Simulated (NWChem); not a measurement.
System: C$_{3}$H$_{2}$BF$_{3}$; SMILES FB1CC(F)=C1F

```xyz
9

F     -0.0707     2.4540     0.0000
B     -0.2172     1.1416     0.0000
C     -1.5074     0.1651     0.0000
C     -0.3988    -0.8648     0.0000
F     -0.5325    -2.1854     0.0000
C      0.7079    -0.0805     0.0000
F      1.9990    -0.4172     0.0000
H     -2.1436     0.1555    -0.8933
H     -2.1436     0.1555     0.8933
```
Atoms are numbered in this order, from 1.

Results from NWChem. All runs use the structure optimised with B3LYP/6-31G* (spherical d). Hybrids' shares of exact exchange are those that their runs print; pure functionals count as 0. The functionals differ in more than this share.

```
row               share of exact exchange  orbital gap (eV)
----------------  -----------------------  ----------------
PBE/def2-TZVP                        0.00              4.45
B3LYP/def2-TZVP                      0.20          withheld
PBE0/def2-TZVP                       0.25              6.69
PW6B95/def2-TZVP                     0.28              6.82
```

Q: Fit a straight line of the last column on the one before it, predict the withheld value, and compare with the run.

A: 
1. Means of the 3 shown rows: x = 0.177, y = 5.987. Slope Σ(x − x̄)(y − ȳ)/Σ(x − x̄)² = 0.4092/0.04727 = 8.657; intercept 4.457.
2. The shown rows scatter about the line by 0.053 (root mean square); the largest residual is +0.07, at PBE0/def2-TZVP.
3. At x = 0.20 (B3LYP/def2-TZVP; inside the shown range) the line gives 6.19.
4. The run gives 6.22, +0.03 from the line, 0.6 times the scatter.
